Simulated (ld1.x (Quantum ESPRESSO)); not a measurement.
**An all-electron radial function and its pseudo partner (antimony)**

Columns: radius, all-electron u(r) and pseudo u(r) of the 5p shell (level -4.83 eV) of antimony in the configuration [Kr] 4d10 5s2 5p3; PBE, scalar-relativistic, RRKJ scheme, ld1.x (Quantum ESPRESSO) 7.5.

```
r (bohr)  all-electron   pseudo
   0.103        0.0597  -0.0001
   0.205       -0.1646  -0.0007
   0.308       -0.1258  -0.0030
   0.410        0.0489  -0.0087
   0.513        0.2034  -0.0199
   0.615        0.2779  -0.0380
   0.718        0.2749  -0.0645
   0.820        0.2158  -0.0993
   0.923        0.1233  -0.1425
   1.025        0.0174  -0.1919
   1.128       -0.0913  -0.2465
   1.230       -0.1934  -0.3027
   1.332       -0.2857  -0.3587
   1.435       -0.3673  -0.4129
   1.538       -0.4366  -0.4630
   1.640       -0.4936  -0.5073
   1.743       -0.5402  -0.5461
   1.845       -0.5764  -0.5782
   1.948       -0.6041  -0.6043
   2.050       -0.6236  -0.6236
   2.153       -0.6364  -0.6364
   2.255       -0.6432  -0.6432
   2.358       -0.6448  -0.6448
   2.460       -0.6421  -0.6421
   2.562       -0.6357  -0.6357
   2.665       -0.6262  -0.6262
```

(1) How many radial nodes do the two functions have?

(2) At about which radius was the pseudo-wave matched?

(3) Is the pseudo-wave norm-conserving?

Results:

(1) The all-electron 5p function has n − l − 1 = 3; the pseudo-wave has 0, since the states of the same l below it are removed with the core.

(2) 2.05 bohr, where the columns begin to agree (steps of 0.10 bohr).

(3) Yes: the RRKJ scheme keeps the norm inside the radius equal to the all-electron one, which fixes the energy derivative of the logarithmic derivative at the level.
